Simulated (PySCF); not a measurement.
C2H10BNO.
Geometry (GFN2-xTB, Å), atoms numbered from 1 in this order:
```
atom  x, y, z in Å
C1    -2.208   -0.158    0.050
N2    -0.892    0.391   -0.236
B3     0.316   -0.756   -0.762
O4     1.427    0.049   -1.135
C5     2.333    0.465   -0.162
H6    -2.921    0.611    0.360
H7    -2.116   -0.901    0.840
H8    -2.581   -0.657   -0.842
H9    -0.497    0.847    0.580
H10   -0.920    1.062   -0.998
H11   -0.178   -1.251   -1.718
H12    0.459   -1.458    0.195
H13    2.561   -0.335    0.553
H14    3.258    0.768   -0.659
H15    1.955    1.331    0.408
```

PySCF, density fitting, gas phase, GFN2-xTB geometry. The standard run uses grid level 2 after a coarse-grid start, the def2-universal JK fitting basis (with tight functions added where the orbital basis needs them), an energy threshold of 1e-9 Eh and DIIS. The changed runs have no coarse-grid stage.

Problem. Standard PBE0/3-21G: E = -235.507338 Eh, HOMO -6.272 eV, LUMO 2.128 eV, dipole 5.431 D, 12 cycles (coarse-grid cycles included). What changes at PBE0/3-21G with: energy threshold 1e-06 Eh, damping 0.3 at the start, DIIS from the seventh cycle?

Solution. E = -235.507338 Eh (0.000 mEh), HOMO -6.272 eV (0.000), LUMO 2.128 eV (0.000), dipole 5.431 D (0.000), 11 SCF cycles. The result matches the standard run within 0.02 mEh and 0.003 eV; such settings steer the iterations and don't enter the energy expression.

The cycles:
```
cycle   1  E = -235.4275148465  dE =  2.553e-01  |g| = 5.981e-01  |ddm| = 3.189e+00
cycle   2  E = -235.4727269677  dE = -4.521e-02  |g| = 4.390e-01  |ddm| = 1.121e+00
cycle   3  E = -235.4883666771  dE = -1.564e-02  |g| = 3.291e-01  |ddm| = 7.226e-01
cycle   4  E = -235.4964756969  dE = -8.109e-03  |g| = 2.478e-01  |ddm| = 5.348e-01
cycle   5  E = -235.5012274283  dE = -4.752e-03  |g| = 1.873e-01  |ddm| = 4.036e-01
cycle   6  E = -235.4929007990  dE =  8.327e-03  |g| = 2.846e-01  |ddm| = 4.416e-01
cycle   7  E = -235.4765862729  dE =  1.631e-02  |g| = 4.228e-01  |ddm| = 6.343e-01
cycle   8  E = -235.5073277595  dE = -3.074e-02  |g| = 6.805e-03  |ddm| = 3.535e-01
cycle   9  E = -235.5073357492  dE = -7.990e-06  |g| = 3.102e-03  |ddm| = 1.064e-02
cycle  10  E = -235.5073377752  dE = -2.026e-06  |g| = 3.818e-04  |ddm| = 2.731e-03
cycle  11  E = -235.5073378055  dE = -3.029e-08  |g| = 1.429e-04  |ddm| = 5.372e-04
```
